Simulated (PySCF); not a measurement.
C4H12BClSi, SMILES CB([Si](C)(C)C)Cl at its GFN2-xTB optimised geometry (Å):

```
19

B     -1.1125    -1.6435     1.5646
Cl    -2.7615    -2.1056     1.5342
C     -0.2786    -1.9738     2.8652
H      0.6273    -2.5261     2.6167
H     -0.8196    -2.5403     3.6203
H      0.0666    -1.0506     3.3317
Si    -0.3389    -0.6800     0.0000
C      1.5768    -0.6800     0.0000
C     -0.8924     1.1572     0.0000
C     -0.9023    -1.4304    -1.6698
H      1.9747    -0.1309    -0.8473
H      1.9721    -0.2203     0.9006
H      1.9739    -1.6893    -0.0514
H     -0.5510     1.6744     0.8919
H     -1.9747     1.2395    -0.0318
H     -0.4970     1.6893    -0.8596
H     -1.9857    -1.4533    -1.7403
H     -0.5468    -2.4501    -1.7874
H     -0.5306    -0.8548    -2.5120
```

Level of theory: B3LYP/def2-SVP (PySCF 2.14.0). Cells within 0.4 Å of a nucleus heavier than hydrogen are left out (blank, or x).

Map of the electron localisation function on the plane z = 1.2 Å:

```
|00000000000000000000000000000|
|00000000000000000000000000000|
|00000000000000000000000000000|
|00000000000122100000000000000|
|00000000003577520000000000000|
|00000000026999972000000000000|
|00000000048999995000000000000|
|00000000159999996000000000000|
|00000100159999995000000000000|
|00001110148999982000000000000|
|00000111126899830000022100000|
|00000000013555200001588730000|
|00000000001121000016999973000|
|00000000001111100038999995100|
|00000000001221100159999997200|
|01111000124553211159999996100|
|23554211258886311148999984100|
|45676532369998521125888741000|
|57888764457999621012343200000|
|67898877521498620000110000000|
|6897237861x167510000000000000|
|6882xx48730145310000001000000|
|6883x058751123100000000000000|
|57885588752111000000000000000|
|46888887541110000000000000000|
|35678876421000000000000000000|
|23566665310000000000000000000|
|02345554200000000000000000000|
|00122321000000000000000000000|
```
Scale: ten equal steps from 0.000 (start of '0') to 0.999 (end of '9'), in the order '0123456789'; x runs from -4.00 to 4.00, y from -4.00 (bottom) to 4.00 (top).
